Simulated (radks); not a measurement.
The numbers below are computed, except where a source is named.
Question: The mean radii <r> (bohr) of the occupied orbitals of an atom or ion are listed with their occupations. Code: a radial shooting solver on a logarithmic mesh with Libxc functionals. Model: scalar-relativistic Kohn-Sham, r2SCAN, spin-polarised, spherical densities, finite nucleus; meta-GGA in the generalised Kohn-Sham scheme; Fermi nuclear charge, rms radius of each element as measured or else 0.836 A^(1/3) + 0.57 fm.

orbital  occ.      <r>
1s up       1  0.01659
1s down     1  0.01659
2s up       1  0.06939
2s down     1  0.06936
2p up       3  0.06269
2p down     3  0.06266
3s up       1   0.1703
3s down     1   0.1704
3p up       3   0.1691
3p down     3   0.1692
3d up       1   0.1502
5d up       1   0.5303

Name the element and its charge. Open shells, if any, are filled with parallel spins first.

Answer: Z = 80, mercury, charge +60: Hg60+ in [Ar] 3d1 5d1. The 1s radius gives Z: for a bare nucleus <r> = (2 gamma + 1)/(2Z) with gamma = sqrt(1 - (Z/c)^2), 0.0164 bohr for Z = 80, and screening makes it slightly larger (0.01659 here). The occupations add up to 20, and the charge is Z minus that.
